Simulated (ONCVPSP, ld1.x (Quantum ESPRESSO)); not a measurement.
**Potentials for B compared**

Generated with ld1.x 7.5 (TM, RRKJ, ultrasoft, PAW), atompaw 4.2 or ONCVPSP 4.0.1. The cutoff is in Ry: for ld1.x and atompaw files where the sum of valence levels is converged to 10 mRy in a Bessel basis, for ONCV files where the hardest occupied wave has 1 mHa per electron of residual kinetic energy. The error is the largest all-electron minus pseudo excitation energy over each file’s own four to seven test configurations (ionisations up to +4, promotions, holes and added fractions of an electron), all of which were solved. The labels leave out finer settings (local radius, basis sizes, second energies), which also bear on the numbers. Spin-polarised tests are not counted. The rows are a selection from randomly drawn settings: files with unsolved tests, undetermined cutoffs or missed reference levels are left out.

A true bound ghost makes a file unfit for plane-wave use even where its test errors are small: the radial tests pick states by their node count and pass the ghost by.

| potential | cutoff (Ry) | largest error (meV) | bound ghosts |
| --- | --- | --- | --- |
| ONCV, LDA (Perdew-Zunger), fully relativistic, rc 1.50/1.50/1.75 (spd), local p, core correction no, reference 2s2 2p0.5, qcut 4.6/5.9/5.1, projectors 2/0/2 | 32 | +84 | none |
| ONCV, PBE, scalar-relativistic, rc 1.05/4.00 (sp), local smoothed, core correction yes, reference 2s2 2p1, qcut 5.8/3.3, projectors 2/2 | 25 | +876 | s |
| TM, PW91, scalar-relativistic, rc 1.28/2.92/2.22 (spd), local s, core correction yes, reference 2s2 2p1 | 21 | +232 | none |
| ONCV, BLYP, scalar-relativistic, rc 1.45/2.95 (sp), local smoothed, core correction yes, reference 2s2 2p1, qcut 3.6/5.7, projectors 2/2 | 38 | +198 | none |
| ONCV, PBEsol, scalar-relativistic, rc 1.50/1.40/1.60 (spd), local smoothed, core correction yes, reference 2s1.5, qcut 5.4/6.3/5.9, projectors 1/2/2 | 22 | +39 | none |
| ONCV, PBE, scalar-relativistic, rc 1.35/2.20 (sp), local smoothed, core correction yes, reference 2s1 2p2, qcut 4.9/7.8, projectors 2/2 | 27 | +130 | none |

(1) Fill in the row for B: ONCV, PBE, scalar-relativistic, rc 1.20/0.95 (sp), local smoothed, core correction yes, reference 2s1.5, qcut 5.4/7.1, projectors 3/2.

(2) Fill in the row for B: ONCV, PBE, scalar-relativistic, rc 1.35/3.65 (sp), local smoothed, core correction yes, reference 2s2 2p1, qcut 5.6/4.2, projectors 3/2.

Answers

(1) cutoff 25 Ry, largest error +24 meV, bound ghosts: s.

(2) cutoff 23 Ry, largest error +405 meV, bound ghosts: none.
